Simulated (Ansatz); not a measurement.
Ansatz (a first-principles code) job for Mg(F)(NMe2) (C2H6FMgN), SMILES C[N](C)[Mg][F], PBE/def2-SVPD. Geometry optimised at B3LYP-D3(BJ)/def2-SVP. The values are those of a single conformer.

Ansatz 0.2 input:
```yaml
crystal:
  periodic: [false, false, false]
  atoms:
    - {symbol: Mg, position_ang: [-0.00000000, 0.00000000, -1.03468663]}
    - {symbol: F, position_ang: [0.00000000, -0.00000000, -2.79844033]}
    - {symbol: N, position_ang: [-0.00000000, -0.00000000, 0.86195055]}
    - {symbol: C, position_ang: [0.00000000, 1.19620037, 1.67486080]}
    - {symbol: C, position_ang: [0.00000000, -1.19620037, 1.67486081]}
    - {symbol: H, position_ang: [-0.88957586, 1.25899097, 2.33988997]}
    - {symbol: H, position_ang: [0.88957586, 1.25899098, 2.33988997]}
    - {symbol: H, position_ang: [-0.00000000, 2.11113747, 1.05532955]}
    - {symbol: H, position_ang: [0.88957586, -1.25899097, 2.33988996]}
    - {symbol: H, position_ang: [-0.88957586, -1.25899097, 2.33988997]}
    - {symbol: H, position_ang: [-0.00000000, -2.11113746, 1.05532955]}
basis:
  gaussian:
    orbitals: def2-SVPD
hamiltonian:
  xc: {name: PBE}
```

Log of the run:

```
WARN ansatz: RAYON_NUM_THREADS=1 ignored (pool sized by the plan → 1); use --threads N
Functional definition: PBE
integrals: 0.08 GiB planned
1290 factors; their error is unknown
mean field: 0.55 GiB planned
mean field evaluation 1: about -11792.0723 eV, gradient 8.4e1 eV
mean field evaluation 2: about -11677.5872 eV, gradient 2.2e2 eV
mean field evaluation 4: about -11806.9109 eV, gradient 2.4e1 eV
mean field evaluation 8: about -11808.0557 eV, gradient 9.8e-2 eV
mean field evaluation 16: about -11807.9765 eV, gradient 3.5e-5 eV
mean field -11807.97645544 eV, -433.9351310036 hartree, gradient 3.5e-5 eV, S^2 0.000000; 0 other end points of the search recorded, 0 dependent functions left out
reference -11807.97650855 eV, -433.9351329553 hartree; 23, 23 occupied and 129, 129 virtual orbitals, 1290 factors
Total energy: -11807.97650855 eV, -433.9351329553 hartree
```

The run converged.
